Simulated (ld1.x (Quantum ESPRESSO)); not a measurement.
## W: excitation energies, all-electron against TM

W (Z = 74), norm-conserving Troullier–Martins (Kleinman–Bylander form), made with ld1.x (Quantum ESPRESSO) 7.5 (LDA (PZ), scalar-relativistic). Core [Kr] 4d10 4f14, reference 5s2 5p6 5d4 6s1.75 6p0.25. Waves: 5p (bound): rc 1.20 bohr; 5d (bound): rc 2.05 bohr; 5s (bound): rc 1.25 bohr. Local part: the s channel. Core correction: none.

Occupied shells without a wave of their own: 6p, 6s. They enter only through the test configuration that unscreens the potential.

Energies are relative to the spin-unpolarised reference configuration 5s2 5p6 5d4 6s1.75 6p0.25; without spin polarisation the order of configurations can differ from experiment. Spin-polarised rows fill each open shell by Hund’s rule, majority spin first. The frozen-core shift is the all-electron ΔE with the core orbitals held at their reference shape minus the fully relaxed ΔE.

```csv
valence configuration,charge,ΔE all-electron (eV),error AE − PS (meV),frozen-core shift (meV)
5s2 5p6 5d4 6s2 6p0,0,-1.117,+41,-0.2
5s2 5p6 5d4 6s1 6p0,+1,8.016,-171,+2.7
5s2 5p6 5d4 6s0 6p0,+2,24.043,-479,+7.9
5s2 5p6 5d4.5 6s1.5 6p0,0,-0.420,-45,+2.6
5s2 5p6 5d4 6s1 6p1,0,3.456,-132,+0.8
5s2 5p6 5d4 6s0 6p2,0,8.321,-327,+1.7
5s2 5p6 5d3 6s2 6p0,+1,7.942,+52,+1.8
5s2 5p6 5d4 6s2 6p0 (spin-polarised),0,-3.051,+188,+13
```

Q: What are ΔE and the potential's error for 5s2 5p6 5d4 6s1.75 6p0.25 (spin-polarised)?

A: ΔE = -2.209 eV all-electron; the error (AE − PS) is +161 meV.

Levels in the configuration 5s2 5p6 5d4 6s1 6p0:

| level | all-electron (eV) | pseudo (eV) |
| --- | --- | --- |
| 5s | -86.865 | -86.956 |
| 5p | -50.964 | -51.048 |
| 5d | -11.997 | -12.060 |
| 6s | -12.486 | -12.739 |

The 6p, 6s levels have no wave, so the channel is fitted at the deeper level alone: the likely source of the large errors. A variational frozen-core shift is positive and of second order in the change. This column holds negative values, so the frozen-core run of ld1.x carries numerical noise or an error of first order here, and the column gives no more than the rough size of the effect.
